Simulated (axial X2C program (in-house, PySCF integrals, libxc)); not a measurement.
**Spin–orbit effects down a group: molecules with Cs (ions), HF**

Calculated with an in-house all-electron X2C program for linear molecules (integrals from PySCF), spin-free (one-electron X2C) or two-component (2c: spin–orbit coupling with atomic mean-field Coulomb and Gaunt terms, which also bring small scalar terms), in Dyall basis sets with cores contracted in-house; open shells are unrestricted.

Basis sets: Cs dyall-cv3z, O dyall-av3z, S dyall-av3z, Se dyall-cv3z.

```
molecule  spin-free state  Re (Å)  ωe (cm⁻¹)  De (eV)  2c state  Re 2c (Å)  ωe 2c (cm⁻¹)  De 2c (eV)
    CsO⁺   M_S = 1, Λ = 0   3.547       71.2     0.09     Ω = 1      3.548          71.2        0.09
    CsS⁺   M_S = 1, Λ = 0   3.922       65.0     0.19     Ω = 1      3.923          64.8        0.18
   CsSe⁺   M_S = 1, Λ = 0   4.022       48.4     0.21     Ω = 1      4.036          46.6         n/a
```

Fragments in 2c: Cs+ + O, Cs+ + S, Cs+ + Se. Each entry is the lowest single determinant of a limited PBE0 search at one distance. De goes to single-determinant-based atoms at the same level (for ions the charge split of lowest energy) and is withheld (n/a) where an atom does not fit its ground term or J level. Main or longest-lived isotopes. One determinant is a doubtful description, or other states lie close, for CsO⁺, CsS⁺, CsSe⁺; these need not be ground states, and all values refer to the states named. Some open-shell Ω = 0 determinants are out of reach, so the Ω given for CsO⁺, CsS⁺, CsSe⁺ need not be the lowest component. With several unpaired electrons the Ω given is that of one determinant, not necessarily of the lowest component. Some light 2c atoms are not at their ground J level, so De misses part of their lowering (0.04 eV or less).
